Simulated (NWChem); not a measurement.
System: CH4GeO3; SMILES [OH][GeH]([CH]=O)[OH]

Output (shortened):

```
             Northwest Computational Chemistry Package (NWChem) 7.3.0
             --------------------------------------------------------

 C1  symmetry detected

                             Geometry "geometry" -> ""
                             -------------------------

 Output coordinates in angstroms (scale by  1.889725989 to convert to a.u.)

  No.       Tag          Charge          X              Y              Z
 ---- ---------------- ---------- -------------- -------------- --------------
    1 O                    8.0000     0.09590958    -2.53371892     0.05413551
    2 C                    6.0000    -0.38152227    -1.54500476    -0.46081643
    3 Ge                  32.0000     0.00723450     0.29468051     0.26757815
    4 O                    8.0000    -1.35763995     1.29415265    -0.32451604
    5 O                    8.0000     1.49033768     0.98470066    -0.49276665
    6 H                    1.0000    -1.04590879    -1.60952820    -1.37943227
    7 H                    1.0000     0.18223217     0.29507347     1.81997990
    8 H                    1.0000    -1.15412001     2.24583617    -0.25492967
    9 H                    1.0000     2.24656791     0.94779568     0.12195731

 Effective nuclear repulsion energy (a.u.)     375.2035782874

                                 NWChem DFT Module
                                 -----------------

 Summary of "ao basis" -> "ao basis" (spherical)
 ------------------------------------------------------------------------------
       Tag                 Description            Shells   Functions and Types
 ---------------- ------------------------------  ------  ---------------------
 O                           6-31g*                  6       14   3s2p1d
 C                           6-31g*                  6       14   3s2p1d
 Ge                          6-31g*                 12       32   5s4p3d
 H                           6-31g*                  2        2   2s

            General Information
            -------------------
          SCF calculation type: DFT
          Wavefunction type:  closed shell.
          No. of atoms     :     9
          No. of electrons :    66
           Alpha electrons :    33
            Beta electrons :    33
          Charge           :     0
          Spin multiplicity:     1
          Use of symmetry is: off; symmetry adaption is: off
          Maximum number of iterations: 150
          AO basis - number of functions:    96
                     number of shells:    44
          Convergence on energy requested:  1.00D-06
          Convergence on density requested:  1.00D-05
          Convergence on gradient requested:  5.00D-04

              XC Information
              --------------
                  TPSS metaGGA Exchange Functional  1.000
             TPSS03 metaGGA Correlation Functional  1.000

             Grid Information
             ----------------
          Grid used for XC integration:  medium
          Radial quadrature: Mura-Knowles
          Angular quadrature: Lebedev.
          Tag              B.-S. Rad. Rad. Pts. Rad. Cut. Ang. Pts.
          ---              ---------- --------- --------- ---------
          O                   0.60       49          12.0       434
          C                   0.70       49          10.0       434
          Ge                  1.25      112           8.0       590
          H                   0.35       45          11.0       434
          Grid pruning is: on
          Number of quadrature shells:   488
          Spatial weights used:  Erf1

      Superposition of Atomic Density Guess
      -------------------------------------

 Sum of atomic energies:       -2338.93767747

      Non-variational initial energy
      ------------------------------

 Total energy =   -2340.281067
 1-e energy   =   -4003.612079
 2-e energy   =    1288.127434
 HOMO         =      -0.260879
 LUMO         =      -0.056438

     ---------------------------------------------
      Total Density - Mulliken Population Analysis
     ---------------------------------------------

    Atom       Charge   Shell Charges
 -----------   ------   -------------------------------------------------------
    1 O    8     8.77   2.00  0.96  3.06  0.93  1.81  0.02
    2 C    6     5.45   2.00  0.71  1.46  0.60  0.62  0.07
    3 Ge  32    30.86   2.00  2.00  6.00  2.00  5.99  1.08  1.32  0.11  0.18  6.89  2.96  0.32
    4 O    8     9.07   2.00  0.94  3.12  0.92  2.08  0.01
    5 O    8     9.08   2.00  0.94  3.12  0.92  2.09  0.01
    6 H    1     0.86   0.47  0.38
    7 H    1     1.00   0.44  0.57
    8 H    1     0.45   0.35  0.10
    9 H    1     0.45   0.35  0.10

   convergence    iter        energy       DeltaE   RMS-Dens  Diis-err
 ---------------- ----- ----------------- --------- --------- ---------
 d= 0,ls=0.0,diis     1  -2342.6938803588 -2.72D+03  2.90D-02  1.60D+00
 d= 0,ls=0.0,diis     2  -2341.7291101374  9.65D-01  2.01D-02  1.08D+01
 d= 0,ls=0.0,diis     3  -2342.8874271858 -1.16D+00  3.80D-03  1.42D-01
 d= 0,ls=0.0,diis     4  -2342.8865836157  8.44D-04  2.50D-03  1.28D-01
 d= 0,ls=0.0,diis     5  -2342.8990089696 -1.24D-02  4.77D-04  9.11D-03
  Resetting Diis
 d= 0,ls=0.0,diis     6  -2342.8997292916 -7.20D-04  1.74D-04  4.60D-04
 d= 0,ls=0.0,diis     7  -2342.8997600939 -3.08D-05  1.63D-04  6.87D-05
 d= 0,ls=0.0,diis     8  -2342.8997261054  3.40D-05  1.16D-04  4.04D-04
 d= 0,ls=0.0,diis     9  -2342.8997669528 -4.08D-05  7.35D-06  1.16D-06
 d= 0,ls=0.0,diis    10  -2342.8997670052 -5.24D-08  3.22D-06  3.76D-07

         Total DFT energy =    -2342.899767005219
      One electron energy =    -4005.600550143593
           Coulomb energy =     1399.187013098779
    Exchange-Corr. energy =     -111.689808247757
 Nuclear repulsion energy =      375.203578287352

 Numeric. integr. density =       66.000010886686

                       DFT Final Molecular Orbital Analysis
                       ------------------------------------

[...]
```

Level: TPSS/6-31G* (spherical d). Structure relaxed at the PBE-D3(BJ)/def2-SVP level.

### Question
Which NWChem input produces such a log?

### Answer
One answer among several that fit: the input that was run:
```
start job
memory heap 200 mb stack 700 mb global 900 mb
geometry units angstroms noautoz
  O      0.185257    -2.542507     0.060761
  C     -0.292524    -1.584190    -0.508472
  Ge     0.036636     0.289702     0.159596
  O     -1.325458     1.238074    -0.516934
  O      1.531889     0.979227    -0.577032
  H     -0.923626    -1.697467    -1.445652
  H      0.158133     0.353678     1.715784
  H     -1.142210     2.195609    -0.478062
  H      2.267099     0.981241     0.063744
end
basis spherical
  * library 6-31g*
end
dft
  xc xtpss03 ctpss03
  iterations 150
  mulliken
end
task dft energy
```
